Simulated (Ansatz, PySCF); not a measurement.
Gas-phase reaction in SMILES: CS (CH4S) [methanethiol] -> C[S-] + H+
Each molecule is optimised on its own at B3LYP-D3(BJ)/def2-TZVP (Ansatz, a first-principles code).

Quantity: gas-phase deprotonation energy (0 K, with B3LYP-D3(BJ) harmonic zero-point energies from PySCF), in kJ/mol. Correlated levels leave the core frozen unless marked. Spin-orbit coupling is left out. Non-relativistic. Anions need diffuse functions: aug- sets have them; def2-D sets add few; the other sets have none. Basis-set limits of correlation are two-point, X^-3; Hartree-Fock from the larger set. [CCSD(T)-MP2]/basis is that difference in the basis named.

RI-MP2/CBS(aug-cc-pV(T+d)Z,aug-cc-pV(Q+d)Z)+[CCSD(T)-MP2]/aug-cc-pV(T+d)Z (Ansatz) gives 1490.1 kJ/mol.

Another calculation gave 1503.5 kJ/mol. Which level was it?
A) SVWN5/def2-TZVPD (Ansatz)
B) BLYP/def2-TZVPD (Ansatz)
C) HSE06/def2-TZVPD (Ansatz)
D) LC-wPBE/def2-TZVPD (Ansatz)

D, LC-wPBE/def2-TZVPD (Ansatz). The others give 1480.3 (BLYP), 1492.5 (HSE06), 1454.9 (SVWN5) kJ/mol.
